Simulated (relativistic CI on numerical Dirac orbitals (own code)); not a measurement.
Calculated at this level of theory: Dirac-Coulomb-Breit CI, orbitals from a KLI potential per configuration, a model potential for QED, unscaled Slater integrals (own radial code, finite nucleus).

The strongest absorption lines from the ground level of an ion, among the configurations computed and to levels below about 15500 eV (vacuum wavelength in Å, gf): 0.8430 (0.86), 0.9523 (0.98), 0.9528 (1.6), 0.9530 (2.1), 0.9795 (0.73), 1.1132 (4.2), 1.1150 (1.3), 4.8212 (0.41).

Question: Which ion is it?
A. Hg LXXIII
B. Hg LXXV
C. Er LXI
D. Rn LXXIX

Answer: A. Hg LXXIII has 8 electrons and the ground level 2s2 2p4 3P_2; the strongest line goes to 2s2 2p3 3d 3D°_3. The pattern of lines fixes the number of electrons, and along that sequence the line energies rise steadily with the charge (about as its square where n changes within one kind of shell, about linearly where n is kept but much faster in heavy ions where fine structure, which grows about as Z⁴, sets the gap, and irregularly where shells cross), which fixes Z. Configurations outside the model, such as inner-shell arrays, can give stronger lines. At this charge energies of transitions that change n are usually good to better than 1 %, and those within a shell (Δn = 0) to a few per cent.

LS names give the leading component of a level, which can be under half, so a name can repeat, a term be missing and a line seem to break the LS rules.
